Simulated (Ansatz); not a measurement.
TcBrO3⁺, that is TcO3Br with one electron fewer. Charge 1, multiplicity 2. Geometry r2SCAN-D4/def2-SVP, that of the neutral singlet; atoms count from 1.

```tsv
atom	x (Å)	y (Å)	z (Å)
Tc1	-0.076	0.028	-0.118
O2	-1.617	-0.608	0.050
O3	-0.171	1.686	-0.336
O4	0.681	-0.671	-1.439
Br5	1.183	-0.435	1.844
```

In the def2 sets Tc takes a core potential; there is no spin–orbit coupling.

Q: Estimate the Mulliken populations from the PBE0/def2-TZVP orbitals of Ansatz.

A: 
| atom | charge (e) | spin (α − β) | d electrons |
| --- | --- | --- | --- |
| Tc1 | 1.60 | -0.29 | 4.68 |
| O2 | -0.32 | -0.03 | – |
| O3 | -0.29 | 0.31 | – |
| O4 | -0.29 | 0.31 | – |
| Br5 | 0.30 | 0.69 | – |
Mulliken values depend strongly on the basis.

Q: Where does the spin sit?

A: Summed by element: Tc -0.29, O 0.59, Br 0.69, of 1 unpaired in all. Largest on single atoms: Br5 0.69, O4 0.31, O3 0.31.

Q: And the Mayer bond orders between heavy atoms (over 0.3)?

A: Tc1–O2 1.86 (1.68 Å); Tc1–O3 1.71 (1.68 Å); Tc1–O4 1.70 (1.68 Å); Tc1–Br5 0.91 (2.38 Å).
